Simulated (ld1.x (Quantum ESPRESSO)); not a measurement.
**Configuration tests for Os (ultrasoft)**

- Element: Os (Z = 76)
- Generator: ld1.x (Quantum ESPRESSO) 7.5
- Type: ultrasoft
- Functional: PBEsol
- Relativity: scalar-relativistic
- Frozen core: [Xe] 4f14
- Valence charge: 8
- Reference configuration: 5d6 6s1.75 6p0.25
- Partial waves: 6s (bound): rcut 2.10, rcutus 2.50 bohr; 6s channel at 0.35 Ry: rcut 2.10, rcutus 2.50 bohr; 6p (bound): rcut 2.40, rcutus 3.05 bohr; 6p channel at 0.65 Ry: rcut 2.40, rcutus 3.05 bohr; 5d (bound): rcut 1.90, rcutus 2.00 bohr; 5d channel at 0.25 Ry: rcut 1.90, rcutus 2.00 bohr
- Local potential: all-electron potential smoothed inside 1.55 bohr (lloc = -1)
- Core correction: a·sin(br)/r model core, default radius (core density twice the valence density)
- Augmentation charge: PSQ, radius 1.95 bohr

Energies are relative to the spin-unpolarised reference configuration 5d6 6s1.75 6p0.25; without spin polarisation the order of configurations can differ from experiment. The frozen-core shift is the all-electron ΔE with the core orbitals held at their reference shape minus the fully relaxed ΔE.

Task: Give the all-electron excitation energy and the error of the potential for: 5d6 6s2 6p0; 5d6 6s1 6p0; 5d6 6s0 6p0; 5d6 6s1.5 6p0; 5d6.5 6s1.5 6p0; 5d5 6s2 6p0; 5d7 6s1 6p0.

Result:

| valence configuration | charge | ΔE all-electron (eV) | error AE − PS (meV) | frozen-core shift (meV) |
| --- | --- | --- | --- | --- |
| 5d6 6s2 6p0 | 0 | -1.248 | +0.3 | -0.3 |
| 5d6 6s1 6p0 | +1 | 8.376 | -5.1 | +3.9 |
| 5d6 6s0 6p0 | +2 | 25.316 | -25 | +15 |
| 5d6 6s1.5 6p0 | +0.5 | 2.689 | -1.3 | +1.2 |
| 5d6.5 6s1.5 6p0 | 0 | -1.188 | -12 | +8.6 |
| 5d5 6s2 6p0 | +1 | 9.870 | -66 | +35 |
| 5d7 6s1 6p0 | 0 | -0.920 | -43 | +27 |

Levels in the configuration 5d6.5 6s1.5 6p0:

| level | all-electron (eV) | pseudo (eV) |
| --- | --- | --- |
| 5d | -5.480 | -5.447 |
| 6s | -5.817 | -5.826 |

A variational frozen-core shift is positive and of second order in the change. This column holds negative values, so the frozen-core run of ld1.x carries numerical noise or an error of first order here, and the column gives no more than the rough size of the effect.

Note: ghost states, extra bound levels that the all-electron valence spectrum of the same l lacks: s at -159.2 eV, p at -42.2 eV. A true bound ghost makes a file unfit for plane-wave use.
